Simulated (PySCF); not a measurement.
Al(Br)(vinyl)(NH2) (C₂H₅AlBrN), SMILES [Al]([NH2])([CH]=C)[Br]. Atoms are numbered in the order given.

```xyz
10

Al     0.6356     0.0923    -0.0439
Br    -1.5463     0.0912     0.5304
C      1.2551    -0.9105    -1.5784
C      2.5508    -0.9305    -1.9284
H      0.5638    -1.4916    -2.2047
H      2.9222    -1.4938    -2.7951
H      3.3185    -0.3823    -1.3656
N      1.7240     1.0431     0.9703
H      1.4250     1.5756     1.7808
H      2.7250     1.1431     0.8399
```
Charge 0, spin multiplicity 1.

Geometry optimised at ωB97X-D3(BJ)/def2-SVP. The structure was generated by enumeration; whether it is a known compound was not checked. The values are those of a single conformer.

Computed with TDA-PBE/def2-SVPD run with PySCF.

Vertical excitations. 

Task: Give excitation energies, oscillator strengths and character. (An estimate is asked for; the answer gives what the named calculation found.)

Result: 
```tsv
state	energy (eV)	λ (nm)	f	main pairs
S1	4.47	277	0.027	HOMO→LUMO 94 %
S2	4.94	251	0.000	HOMO−1→LUMO 95 %
S3	5.26	236	0.016	HOMO→LUMO+1 96 %
S4	5.41	229	0.058	HOMO−4→LUMO 55 %, HOMO−2→LUMO 41 %
S5	5.58	222	0.003	HOMO−3→LUMO 91 %
S6	5.94	209	0.059	HOMO−1→LUMO+1 96 %
S7	5.98	207	0.000	HOMO−2→LUMO+1 99 %
S8	6.32	196	0.001	HOMO→LUMO+2 96 %
S9	6.37	195	0.116	HOMO−2→LUMO 30 %, HOMO−4→LUMO 27 %, HOMO−2→LUMO+3 18 %, HOMO→LUMO+3 12 %
S10	6.46	192	0.102	HOMO−4→LUMO+1 91 %
T1	3.94	315	0	HOMO→LUMO 74 %, HOMO−2→LUMO 20 %
T2	4.31	288	0	HOMO−2→LUMO 59 %, HOMO→LUMO 25 %, HOMO−4→LUMO 13 %
T3	4.68	265	0	HOMO−1→LUMO 90 %
T4	4.98	249	0	HOMO→LUMO+1 99 %
```
Triplets are in the Tamm–Dancoff approximation.
